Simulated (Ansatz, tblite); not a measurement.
Cost and result up the ladder for Sn₃Cl₈ (11 atoms). The state is a singlet with charge 0. Geometry: r2SCAN-D4/def2-SVP.

```xyz
11

Sn    0.220   -2.379   -0.139
Cl    1.089   -2.246    2.036
Cl   -1.335   -4.126   -0.198
Cl    1.978   -2.914   -1.589
Sn   -0.878    0.156   -0.736
Cl   -3.163    0.152   -0.207
Cl   -0.708    0.546   -3.043
Sn    0.390    2.264    0.653
Cl   -0.395    2.408    2.853
Cl    0.118    4.357   -0.357
Cl    2.683    1.782    0.729
```

Ansatz on 4 threads of Arm Neoverse V2 on a shared host; xTB runs through tblite on one thread. Times are rough, summed over both states, and most runs start from the orbitals of an earlier one. PBE0-D4/def2-SVP serves as the yardstick here, not as an exact answer. The other state is a doublet.

In the def2 sets Sn takes a core potential; there is no spin–orbit coupling. The xTB rows come from tblite.

Raw xTB energies of ions are shifted by several eV.

```json
{"level": "GFN1-xTB", "functions": "99", "wall time": "0.038 s", "vertical IE (eV)": "14.00", "difference from PBE0-D4/def2-SVP (eV)": "4.05"}
{"level": "GFN2-xTB", "functions": "99", "wall time": "0.072 s", "vertical IE (eV)": "13.59", "difference from PBE0-D4/def2-SVP (eV)": "3.64"}
{"level": "PBE-D4/def2-SVP", "functions": "222", "wall time": "18 s", "vertical IE (eV)": "9.33", "difference from PBE0-D4/def2-SVP (eV)": "-0.62"}
{"level": "PBE0-D4/def2-SVP", "functions": "222", "wall time": "34 s", "vertical IE (eV)": "9.95", "difference from PBE0-D4/def2-SVP (eV)": "0.00"}
```
